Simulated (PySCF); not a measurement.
C3H7AlO2, singlet, geometry from GFN2-xTB (such geometries of metal compounds can be far from the true shape); HF/6-31G, polarisability by finite fields run with PySCF.

Input for PySCF:
```python
from pyscf import gto, scf

mol = gto.Mole()
mol.atom = '''
    Al    0.22802626    0.46448795    0.35833426
    C    -1.60028609    0.95936064   -0.22334597
    C    -2.34579765    0.17910071   -0.99240863
    H    -2.00589978    1.91211009    0.10363559
    H    -3.34504136    0.44913024   -1.31103781
    H    -1.98505753   -0.77664317   -1.34145455
    O     1.01812266    1.54547346    1.31214400
    H     1.51987135    2.12860418    1.86160046
    O     0.82232935   -0.98981412   -0.15401745
    C     1.27136298   -2.22489847   -0.61822315
    H     1.13962895   -2.29002897   -1.70194518
    H     2.33165781   -2.35598009   -0.38491508
    H     0.70520787   -3.03218742   -0.14537467
'''
mol.basis = '6-31g'
mol.verbose = 4
mol.build()

mf = scf.RHF(mol)
mf.conv_tol = 1e-6
mf.kernel()
h0, z, done = mf.get_hcore(), mol.intor('int1e_r')[2], []
def energy(F):
    f = mf.copy()
    f.scf_summary = {}
    f.get_hcore = lambda *a: h0 + F * z
    e = f.kernel(mf.make_rdm1())
    done.append(f.converged)
    return e
F = 2e-4
alpha = -(energy(F) + energy(-F) - 2 * mf.e_tot) / F**2
print('alpha_zz =', alpha)
```

The log (banner, timings and long lists left out):

```
PySCF version 2.14.0

[INPUT] verbose = 4
[INPUT] num. atoms = 13
[INPUT] num. electrons = 54
[INPUT] charge = 0
[INPUT] spin (= nelec alpha-beta = 2S) = 0
[INPUT] symmetry False subgroup None
[INPUT] Mole.unit = angstrom
[INPUT] Symbol           X                Y                Z      unit          X                Y                Z       unit  Magmom
[INPUT]  1 Al     0.228026260000   0.464487950000   0.358334260000 AA    0.430907180609   0.877755013661   0.677153612449 Bohr   0.0
[INPUT]  2 C     -1.600286090000   0.959360640000  -0.223345970000 AA   -3.024102431051   1.812928864287  -0.422062714325 Bohr   0.0
[INPUT]  3 C     -2.345797650000   0.179100710000  -0.992408630000 AA   -4.432915102148   0.338451290615  -1.875380514355 Bohr   0.0
[INPUT]  4 H     -2.005899780000   1.912110090000   0.103635590000 AA   -3.790601217525   3.613364390117   0.195842881858 Bohr   0.0
[INPUT]  5 H     -3.345041360000   0.449130240000  -1.311037810000 AA   -6.321212045743   0.848733147860  -2.477502399850 Bohr   0.0
[INPUT]  6 H     -1.985057530000  -0.776643170000  -1.341454550000 AA   -3.751215073206  -1.467642887814  -2.534981708052 Bohr   0.0
[INPUT]  7 O      1.018122660000   1.545473460000   1.312144000000 AA    1.923972988614   2.920521572184   2.479592795991 Bohr   0.0
[INPUT]  8 H      1.519871350000   2.128604180000   1.861600460000 AA    2.872140596073   4.022478927804   3.517915022764 Bohr   0.0
[INPUT]  9 O      0.822329350000  -0.989814120000  -0.154017450000 AA    1.553977255692  -1.870477601027  -0.291050798904 Bohr   0.0
[INPUT] 10 C      1.271362980000  -2.224898470000  -0.618223150000 AA    2.402527837111  -4.204448763264  -1.168272437366 Bohr   0.0
[INPUT] 11 H      1.139628950000  -2.290028970000  -1.701945180000 AA    2.153586599126  -4.327527570620  -3.216210269224 Bohr   0.0
[INPUT] 12 H      2.331657810000  -2.355980090000  -0.384915080000 AA    4.406194677103  -4.452157125028  -0.727384082415 Bohr   0.0
[INPUT] 13 H      0.705207870000  -3.032187420000  -0.145374670000 AA    1.332649735188  -5.730003782152  -0.274718311749 Bohr   0.0

nuclear repulsion = 273.028707047337
number of shells = 46
number of NR pGTOs = 184
number of NR cGTOs = 72
basis = 6-31g
ecp = {}

******** <class 'pyscf.scf.hf.RHF'> ********
method = RHF
initial guess = minao
damping factor = 0
level_shift factor = 0
DIIS = <class 'pyscf.scf.diis.CDIIS'>
diis_start_cycle = 1
diis_space = 8
diis_damp = 0
SCF conv_tol = 1e-06
SCF conv_tol_grad = None
SCF max_cycles = 50
direct_scf = True
direct_scf_tol = 1e-13
Set gradient conv threshold to 0.001
Initial guess from minao.
init E= -509.941688773668
  HOMO = -0.297273963532469  LUMO = -0.000235399352524368  gap/eV = 8.08283
cycle= 1 E= -509.144971004829  delta_E= 0.797  |g|= 0.739  |ddm|= 3.13
  HOMO = -0.342109764450721  LUMO = 0.11186854383504  gap/eV = 12.35338
cycle= 2 E= -509.234440939931  delta_E= -0.0895  |g|= 0.45  |ddm|= 0.839
  HOMO = -0.37135702923359  LUMO = 0.108266671710172  gap/eV = 13.05123
cycle= 3 E= -509.272944528469  delta_E= -0.0385  |g|= 0.0523  |ddm|= 0.317
  HOMO = -0.364384623949835  LUMO = 0.109888111544852  gap/eV = 12.90562
cycle= 4 E= -509.274120133895  delta_E= -0.00118  |g|= 0.0101  |ddm|=  0.1
  HOMO = -0.364811601735282  LUMO = 0.109837974648763  gap/eV = 12.91587
cycle= 5 E= -509.274166203097  delta_E= -4.61e-05  |g|= 0.00356  |ddm|= 0.0167
  HOMO = -0.364209731286903  LUMO = 0.109903998944608  gap/eV = 12.90129
cycle= 6 E= -509.274174171328  delta_E= -7.97e-06  |g|= 0.00125  |ddm|= 0.00882
  HOMO = -0.364012582601052  LUMO = 0.109886283666913  gap/eV = 12.89544
cycle= 7 E= -509.274175005461  delta_E= -8.34e-07  |g|= 0.000439  |ddm|= 0.00228
  HOMO = -0.364004287084288  LUMO = 0.10985774285503  gap/eV = 12.89444
Extra cycle  E= -509.274175122206  delta_E= -1.17e-07  |g|= 0.000228  |ddm|= 0.00081
converged SCF energy = -509.274175122206

******** <class 'pyscf.scf.hf.RHF'> ********
method = RHF
initial guess = minao
damping factor = 0
level_shift factor = 0
DIIS = <class 'pyscf.scf.diis.CDIIS'>
diis_start_cycle = 1
diis_space = 8
diis_damp = 0
SCF conv_tol = 1e-06
SCF conv_tol_grad = None
SCF max_cycles = 50
direct_scf = True
direct_scf_tol = 1e-13
Overwritten attributes  get_hcore  of <class 'pyscf.scf.hf.RHF'>
Set gradient conv threshold to 0.001
init E= -509.274185928225
  HOMO = -0.364197464766187  LUMO = 0.109889589320964  gap/eV = 12.90057
cycle= 1 E= -509.27418678584  delta_E= -8.58e-07  |g|= 0.000424  |ddm|= 0.00326
  HOMO = -0.364164212942754  LUMO = 0.109859736225685  gap/eV = 12.89885
Extra cycle  E= -509.274186867961  delta_E= -8.21e-08  |g|= 0.000189  |ddm|= 0.00082
converged SCF energy = -509.274186867961

******** <class 'pyscf.scf.hf.RHF'> ********
method = RHF
initial guess = minao
damping factor = 0
level_shift factor = 0
DIIS = <class 'pyscf.scf.diis.CDIIS'>
diis_start_cycle = 1
diis_space = 8
diis_damp = 0
SCF conv_tol = 1e-06
SCF conv_tol_grad = None
SCF max_cycles = 50
direct_scf = True
direct_scf_tol = 1e-13
Set gradient conv threshold to 0.001
init E= -509.274164316194
  HOMO = -0.363758750809648  LUMO = 0.109813139873157  gap/eV = 12.88655
cycle= 1 E= -509.274165054536  delta_E= -7.38e-07  |g|= 0.000308  |ddm|= 0.00334
  HOMO = -0.363783195675959  LUMO = 0.109836214450464  gap/eV = 12.88784
Extra cycle  E= -509.274165101318  delta_E= -4.68e-08  |g|= 0.000142  |ddm|= 0.000671
converged SCF energy = -509.274165101318
alpha_zz = 43.12166765885195
```
